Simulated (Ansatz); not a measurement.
`O=C=[N][Al]([F])[F]`, relaxed with RKS PBE0-D4/def2-TZVP in the Gaussian-basis code of Ansatz from a PBE-D4/def2-SVP geometry. The force threshold is 0.005 eV/Å; the program also tests the step.

Total charge 0; spin multiplicity 1.

Start:

```xyz
6

O     1.529   -1.306   -2.161
C     0.922   -0.790   -1.292
N     0.297   -0.260   -0.396
Al   -0.622    0.532    0.876
F    -0.534   -0.008    2.444
F    -1.593    1.833    0.528
```

Question: How much energy does the relaxation release, and in how many steps? (Best estimate.)

Answer: The calculation gave: 0.07 eV, in 5 steps.

Question: Which bonds change most? (An estimate is asked.)

Answer: The calculation gave: Al4–F6 from 1.660 to 1.631 Å; Al4–F5 from 1.660 to 1.631 Å; N3–Al4 from 1.758 to 1.738 Å; C2–N3 from 1.214 to 1.196 Å.

Question: Give the relaxed structure. (Best estimate.)

Answer: The calculation gave: 
```xyz
6

O     1.513   -1.294   -2.123
C     0.908   -0.781   -1.274
N     0.285   -0.254   -0.399
Al   -0.616    0.528    0.864
F    -0.521   -0.007    2.402
F    -1.570    1.808    0.531
```
